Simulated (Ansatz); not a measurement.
A nudged elastic band was laid between two geometries of C2H5ClSiTe (10 atoms, charge 0, multiplicity 1).

Level of theory: RKS PBE0-D4/def2-SVP (Ansatz 0.2.0).

```json
{
 "movable images": "5",
 "climbing image": "yes",
 "spring": "5.0 eV/Å²",
 "optimiser": "quadratic models (default)",
 "start path": "IDPP",
 "force threshold": "0.05 eV/Å",
 "iteration limit": "60",
 "end points": "relaxed"
}
```

Image 0:

```xyz
10
Properties=species:S:1:pos:R:3
Cl -2.067 -0.462 0.939
C -0.363 -0.336 0.448
Te 1.060 -1.123 1.850
C -0.086 -0.726 -1.012
Si 0.156 1.089 -0.650
H 0.990 0.219 2.833
H 0.761 -1.392 -1.213
H -0.982 -1.002 -1.581
H -0.902 2.020 -1.110
H 1.515 1.663 -0.500
```

Image 6:

```xyz
10
Properties=species:S:1:pos:R:3
Cl -2.052 0.059 1.059
C -0.343 0.065 0.566
Te 1.075 -0.204 2.147
C -0.066 -0.659 -0.759
Si 0.167 1.188 -0.851
H 0.847 -1.858 2.212
H 0.790 -1.341 -0.787
H -0.961 -1.073 -1.240
H -0.901 1.993 -1.488
H 1.526 1.780 -0.856
```

Q: Which bonds break or form, and what moves?

A: No bond is made or broken. The dihedral Cl1–C2–Te3–H6 goes from -79 to 79°.

Q: Give the energies along the band, and the barrier.

A: The forces met the threshold. The highest image is number 3 of 0 to 6, 4.0 kcal/mol above the first end and 4.2 kcal/mol above the last; the last end lies 0.3 kcal/mol below the first. A vibrational analysis at the climbing image gives one clearly imaginary mode, 240i cm⁻¹: a first-order saddle point.

```json
{"image": "0", "path coordinate (Å)": "0.00", "energy (kcal/mol)": "0.0", "dihedral Cl1–C2–Te3–H6 (°)": "-79"}
{"image": "1", "path coordinate (Å)": "0.59", "energy (kcal/mol)": "0.7", "dihedral Cl1–C2–Te3–H6 (°)": "-57"}
{"image": "2", "path coordinate (Å)": "1.18", "energy (kcal/mol)": "2.6", "dihedral Cl1–C2–Te3–H6 (°)": "-31"}
{"image": "3", "path coordinate (Å)": "1.77", "energy (kcal/mol)": "4.0", "dihedral Cl1–C2–Te3–H6 (°)": "-1"}
{"image": "4", "path coordinate (Å)": "2.36", "energy (kcal/mol)": "2.5", "dihedral Cl1–C2–Te3–H6 (°)": "30"}
{"image": "5", "path coordinate (Å)": "2.94", "energy (kcal/mol)": "0.5", "dihedral Cl1–C2–Te3–H6 (°)": "56"}
{"image": "6", "path coordinate (Å)": "3.52", "energy (kcal/mol)": "-0.3", "dihedral Cl1–C2–Te3–H6 (°)": "79"}
```

Q: What is the geometry of the highest image?

A: 
```xyz
10
Properties=species:S:1:pos:R:3
Cl -1.774 0.182 1.224
C -0.181 -0.015 0.477
Te 1.380 -0.525 1.914
C -0.173 -0.807 -0.832
Si 0.231 1.007 -1.037
H 0.318 -0.487 3.190
H 0.598 -1.580 -0.941
H -1.159 -1.153 -1.165
H -0.800 1.916 -1.590
H 1.644 1.412 -1.239
```

Q: What are the harmonic wavenumbers there?

A: 240i, 106, 175, 237, 273, 370, 442, 545, 618, 636, 672, 702, 785, 816, 906, 996, 1056, 1090, 1381, 2169, 2273, 2303, 3126, 3218 cm⁻¹.

Run time: 120 s on 2 threads of Intel(R) Xeon(R) Platinum 8488C (Sapphire Rapids) (shared host), peak memory 0.33 GiB.
